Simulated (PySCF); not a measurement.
Several orderings of computed values.

Species are written as SMILES; each is one conformer at its optimised geometry, gas phase, non-relativistic unless stated. Electronic properties by PySCF.

The conformers computed, where there is a choice (atom-mapped SMILES and torsion angles):
- `[SiH3:1][C:2]#[C:3][Si@H:4]([Cl:5])[CH:6]1[CH2:7][CH2:8]1`: C3–Si4–C6–C7 -159°
- `[O:1]=[CH:2][c:3]1[p:4][cH:5][p:6][cH:7][c:8]1[F:9]`: O1–C2–C3–P4 -3°
- `[CH3:1][SiH2:2][O:3][SiH:4]([O:5][SiH3:6])[O:7][SiH3:8]`: C1–Si2–O3–Si4 -26°, Si2–O3–Si4–O5 -60°, O3–Si4–O5–Si6 65°, O3–Si4–O7–Si8 -127°
- `[NH2:1][SiH2:2][NH:3][CH:4]1[CH2:5][CH2:6]1`: N1–Si2–N3–C4 150°, Si2–N3–C4–C5 115°, H–N1–Si2–N3 150°, H–N1–Si2–N3 -62°
- `[BH2:1][PH:2][SiH2:3][B:4]([O:5][CH3:6])[O:7][CH3:8]`: B1–P2–Si3–B4 43°, P2–Si3–B4–O5 63°, Si3–B4–O5–C6 1°, Si3–B4–O7–C8 180°

Question: Rank by vertical ionisation energy, highest first (ΔSCF CAM-B3LYP/def2-SVPD at PBE0-D3(BJ)/def2-SVP geometries).
A. `C=[CH][GaH2]`
B. `[SiH3]C#C[Si@H](Cl)C1CC1`
C. `C[SiH2]O[SiH](O[SiH3])O[SiH3]`
D. `O=CC1=PC=PC=C1F`

Answer: C (10.68 eV), A (10.35 eV), B (10.09 eV), D (9.65 eV).

Q: Give the two extremes of that set in kJ/mol.

A: `O=Cc1pcpcc1F`: 931 kJ/mol; `C[SiH2]O[SiH](O[SiH3])O[SiH3]`: 1030 kJ/mol.

Question: Rank by HOMO–LUMO gap, highest first (CAM-B3LYP/def2-SVPD at PBE0-D3(BJ)/def2-SVP geometries).
A. `C[SiH2]O[SiH](O[SiH3])O[SiH3]`
B. `BP[SiH2]B(OC)OC`
C. `[SiH3]C#C[Si@H](Cl)C1CC1`
D. `N[SiH2]NC1CC1`
E. `O=Cc1pcpcc1F`
F. `[CH]([GaH2])=C`

Answer: A (10.75 eV), C (9.58 eV), D (9.16 eV), F (8.60 eV), B (7.82 eV), E (6.82 eV).

Question: Rank by dipole moment, lowest first (CAM-B3LYP/def2-SVPD at PBE0-D3(BJ)/def2-SVP geometries).
A. `C=[CH][GaH2]`
B. `BP[SiH2]B(OC)OC`
C. `[SiH3]C#C[Si@H](Cl)C1CC1`
D. `O=Cc1pcpcc1F`
E. `N[SiH2]NC1CC1`

Answer: A (0.79 D), E (0.99 D), B (1.67 D), C (2.17 D), D (3.16 D).

Q: Give the two extremes of that set in atomic units.

A: `C=[CH][GaH2]`: 0.31 au; `O=Cc1pcpcc1F`: 1.24 au.

Question: Rank by lowest triplet excitation (Tamm–Dancoff), highest first (TDA CAM-B3LYP/def2-SVPD at PBE0-D3(BJ)/def2-SVP geometries).
A. `BP[SiH2]B(OC)OC`
B. `C=[CH][GaH2]`
C. `[SiH3]C#C[Si@H](Cl)C1CC1`
D. `C[SiH2]O[SiH](O[SiH3])O[SiH3]`
E. `O=Cc1pcpcc1F`

Answer: D (7.24 eV), C (4.49 eV), B (3.92 eV), A (3.44 eV), E (2.66 eV).

Q: By how much do the two ends of that ranking differ?

A: By 4.58 eV, between `C[SiH2]O[SiH](O[SiH3])O[SiH3]` and `O=Cc1pcpcc1F`.

Question: Rank by static isotropic polarisability, lowest first (CAM-B3LYP/def2-SVPD at PBE0-D3(BJ)/def2-SVP geometries).
A. `C=[CH][GaH2]`
B. `BP[SiH2]B(OC)OC`
C. `N[SiH2]NC1CC1`
D. `O=Cc1pcpcc1F`
E. `[SiH3]C#C[Si@H](Cl)C1CC1`

Answer: A (55.9 au), C (76.8 au), D (110.6 au), B (119.2 au), E (125.1 au).

Q: By how much do the two ends of that ranking differ?

A: By 69.2 au, between `[SiH3]C#C[Si@H](Cl)C1CC1` and `C=[CH][GaH2]`.

Question: Rank by HOMO energy, lowest first (CAM-B3LYP/def2-SVPD at PBE0-D3(BJ)/def2-SVP geometries).
A. `C1(CC1)[Si@@H](Cl)C#C[SiH3]`
B. `C[SiH2]O[SiH](O[SiH3])O[SiH3]`
C. `N(C1CC1)[SiH2]N`
D. `BP[SiH2]B(OC)OC`
E. `c1pc(C=O)c(cp1)F`

Answer: B (-10.02 eV), A (-9.47 eV), E (-9.02 eV), D (-8.29 eV), C (-7.95 eV).

Q: Give the two extremes of that set in hartree.

A: `C[SiH2]O[SiH](O[SiH3])O[SiH3]`: -0.368 Eh; `N[SiH2]NC1CC1`: -0.292 Eh.
